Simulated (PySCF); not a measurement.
Ionisation energy along the 12-electron series

Calculated with PySCF 2.14 and a two-component X2C-1e Hamiltonian (Gaussian nucleus, no Breit or QED terms), each ion in its own even-tempered basis scaled to its charge; GMP2 freezes 1s2 and drops the highest virtual spinors. Values in eV. NIST values: (m) measured, (s) semi-empirical, (t) theoretical.

```csv
ion,configuration,GHF (screened spin-orbit),GMP2 (screened spin-orbit),NIST
Sc⁹⁺,[Ne] 3s2,222.90,224.83,225.18 ± 0.05 (s)
Ti¹⁰⁺,[Ne] 3s2,262.67,264.67,265.07 ± 0.06 (s)
V¹¹⁺,[Ne] 3s2,305.55,307.63,308.5 ± 0.3 (s)
```

Between Z = 21 and Z = 23 the GMP2 (screened spin-orbit) value grows as Z to the power 3.45.
